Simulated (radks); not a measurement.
Task: Spherical quantum dot in the effective-mass picture: electrons in a well V = -V0 / (1 + exp((r - R)/a)) with V0 = 3.88, R = 10.8, a = 1.1, all in effective atomic units (hartree* = m*/eps^2 hartree, bohr* = eps/m* bohr), one dielectric constant everywhere. Calculated with a radial shooting solver with Libxc functionals: non-relativistic Kohn-Sham, PBE, spin-polarised, spherical densities. Levels are named by radial order and angular momentum (1s, 1p, 1d, 2s, ...), and open shells are averaged over m. At N = 1 the configuration is 1s(up 1, down 0). Does electron 2 go into 1p up or 1s down?

Result: Into 1s down. The total energies of the other choices lie higher by 0.0372 hartree* (1p up).
